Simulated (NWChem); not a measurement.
System: C₂H₂Cl₂F₂; SMILES FC(F)C(Cl)Cl

Input file for NWChem:

```
start job
memory heap 200 mb stack 900 mb global 1100 mb
geometry units angstroms noautosym nocenter noautoz
  F      0.194262     2.047985     0.674203
  C      0.758250     0.958967     0.123138
  F      0.766047     1.106117    -1.205897
  C     -0.041876    -0.273366     0.534408
  Cl    -1.694325    -0.184746    -0.078690
  Cl     0.804296    -1.728310    -0.018287
  H      1.798427     0.867640     0.484728
  H     -0.094205    -0.315008     1.629835
end
basis spherical
  * library 3-21g
end
dft
  xc pbe0
  iterations 150
end
cosmo
  do_cosmo_smd true
  solvent water
end
task dft energy
```

All runs use the structure optimised with PBE0/def2-SVP. Solvent: water.

Solvent water, SMD (1 M gas to 1 M solution), gas-phase geometry.

Task: Predict the main results of this run. (PBE0/3-21G, SMD on the gas-phase geometry.) Quantities: basis functions; solvation free energy (kcal/mol); cavity-dispersion-structure term (kcal/mol); dipole in solution (D).

Result: 
* **number of basis functions**: 66
* **solvation free energy (kcal/mol)**: -3.2
* **cavity-dispersion-structure term (kcal/mol)**: 2.9
* **dipole in solution (D)**: 3.17
